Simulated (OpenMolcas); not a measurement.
An atom or ion with 30 electrons was computed by XMS-RASPT2, IPEA 0.25 Eh, imaginary shift 0.1 Eh with spin-orbit coupling (OpenMolcas, ANO-RCC-VTZP, DKH2). The lowest levels that the run gave, each within 12 % of the measured value where one is at hand:

```json
{"J": "0", "Parity": "even", "E (eV)": "0.0000", "g": ""}
{"J": "0", "Parity": "odd", "E (eV)": "5.723", "g": ""}
{"J": "1", "Parity": "odd", "E (eV)": "5.769", "g": "1.501"}
{"J": "2", "Parity": "odd", "E (eV)": "5.863", "g": "1.501"}
{"J": "1", "Parity": "odd", "E (eV)": "8.753", "g": "1.000"}
```

**Question.** Which ion is it, and what are the configurations and terms?

**Answer.** Ga⁺ (Z = 31, charge +1; active space 2 electrons in 9 orbitals (RAS2 4s 4p; RAS3 4d, at most 2 electrons)). J, parity and g give the terms where levels are pure, and mixed ones are named by the computed weights; the size of the splittings, set against known spectra of the 30-electron sequence, gives the charge. In order, with the measured energies in eV (NIST Handbook of Basic Atomic Spectroscopic Data): 4s² ¹S₀, 4s 4p ³P°₀ (5.8728), 4s 4p ³P°₁ (5.9282), 4s 4p ³P°₂ (6.0442), 4s 4p ¹P°₁ (8.7658).

CASPT2 does not keep the components of a term degenerate, so their means are used; among the terms shown or strongly mixed into the levels shown the widest spread is 24 cm-1 (4s 4p ¹P°). Active for correlation alone: 4d; no level in the range computed is led by a configuration that fills it, so any true level of that kind is missing. Computed and measured levels are paired by configuration, term and J; levels that our copy of the source lacks, or whose pairing is in doubt (as where it misses far off the trend of its configuration), stay unpaired and out of the deviations. Only configurations of the active space appear.

° marks odd parity.
